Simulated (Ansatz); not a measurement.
Reaction (cleavage of the Si–Si bond): `[AlH2][SiH2][SiH3]` + `OC(F)F` → `FC(F)O[SiH3]` + `[AlH2][SiH3]`

Isolated molecules relaxed with PBE0-D4/def2-TZVP in Ansatz; ΔE leaves out vibrations. CBS: MP2 limit from def2 TZ/QZ plus the TZ coupled-cluster correction, frozen cores. This one scheme is used for every species. Each species was taken in one conformer, which may not be the lowest.

```tsv
species	CCSD(T)/CBS(def2) energy (Eh)
`[AlH2][SiH2][SiH3]`	-824.34741
`OC(F)F`	-314.01610
`FC(F)O[SiH3]`	-604.32648
`[AlH2][SiH3]`	-534.06280
```

(1) Work out ΔE.

Largest T1 diagnostic among the species: 0.013.

Results:

(1) ΔE = (-604.32648) + (-534.06280) − (-824.34741) − (-314.01610) = -0.02577 Eh = -16.2 kcal/mol.

In def2-TZVPP, CCSD(T) changes the Hartree–Fock value by +5.9 kcal/mol (the triples alone add +0.9 kcal/mol) and MP2 by +4.6 kcal/mol. From BLYP to BHLYP (50 % exact exchange), in def2-TZVPP and without D4, ΔE moves by −3.2 kcal/mol. At CCSD(T), def2-SVP lies +1.5 kcal/mol from the extrapolated value and def2-TZVPP +0.0 kcal/mol.
